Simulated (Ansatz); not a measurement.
Protons, H atoms and electrons added to or taken from F. Gas-phase values, no solvent. Strings in code marks are SMILES.

Quantity: vertical ionisation energy (energy after one electron is removed minus that of the parent at the parent's geometry), in eV.

Case: `[FH2+]`. Geometry of `[FH2+]` (charge +1, multiplicity 1, Å):

```xyz
3

F     -0.0004     0.3486     0.0000
H      0.8123    -0.1726     0.0000
H     -0.8120    -0.1742     0.0000
```

What is the computed vertical ionisation energy (energy after one electron is removed minus that of the parent at the parent's geometry) (frozen-core CCSD(T)/cc-pVTZ // M06-2X/def2-TZVP (Ansatz, a program for electronic structure))?

28.91 eV.
